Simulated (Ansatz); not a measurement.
Program: Ansatz. Geometries: PBE0-D4/def2-TZVP. ΔE: electronic, gas phase. CBS: MP2 limit from def2 TZ/QZ plus the TZ coupled-cluster correction, frozen cores. DFT in def2-TZVPP. B3LYP here is the variant with VWN-RPA as its local correlation; programs differ in this. One conformer a species, not always the lowest.

`CSB(O)Cl` + `[F][Al]([SH])[Cl]` → `OB(S)Cl` + `C[S][Al]([F])[Cl]`  (redistribution)

`CSB(O)Cl`:

Cartesian coordinates in Å:
```
C 0.721 -0.513 -1.265
S -0.968 0.063 -0.963
B -0.899 0.453 0.782
O 0.231 0.285 1.504
Cl -2.374 1.073 1.545
H 0.776 -0.784 -2.319
H 1.440 0.276 -1.055
H 0.944 -1.386 -0.654
H 0.127 0.532 2.427
```

`[F][Al]([SH])[Cl]`:

Cartesian coordinates in Å:
```
F -1.111 -1.324 -1.329
Al -0.461 -0.257 -0.270
S 1.684 -0.179 -0.082
Cl -1.722 0.967 0.837
H 1.609 0.794 0.844
```

`OB(S)Cl`:

```xyz
6

O    -0.734    0.246   -0.845
B     0.329    0.043   -0.041
S     0.134   -0.587    1.634
Cl    1.972    0.389   -0.602
H    -0.494    0.585   -1.713
H    -1.205   -0.676    1.567
```

`C[S][Al]([F])[Cl]`:

Z-matrix (Å, degrees):
```
C
S 1 1.828
H 1 1.089 2 108.2
H 1 1.088 2 112.0 3 120.7
H 1 1.089 2 108.2 3 -118.6
Al 2 2.145 1 101.2 3 -120.8
Cl 6 2.075 2 121.4 1 -180.0
F 6 1.644 2 119.5 1 -0.0
```

```json
{"level": "PBE-D4", "ΔE (kJ/mol)": "11.4"}
{"level": "B3LYP-D4", "ΔE (kJ/mol)": "11.4"}
{"level": "B3LYP", "ΔE (kJ/mol)": "10.9"}
{"level": "HF/def2-QZVPP", "ΔE (kJ/mol)": "11.4"}
{"level": "MP2/def2-QZVPP", "ΔE (kJ/mol)": "14.3"}
{"level": "HF/CBS(def2)", "ΔE (kJ/mol)": "11.5"}
{"level": "MP2/CBS(def2)", "ΔE (kJ/mol)": "14.3"}
{"level": "CCSD/CBS(def2)", "ΔE (kJ/mol)": "13.0"}
```

Question: What does CCSD(T)/CBS give? (An estimate is asked.)

Answer: Computed: +13.2 kJ/mol. The listed levels differ from it by -1.8, -1.8, -2.3, -1.8, 1.1, -1.7, 1.1, -0.2 kJ/mol.

Largest T1 diagnostic among the species: 0.012.
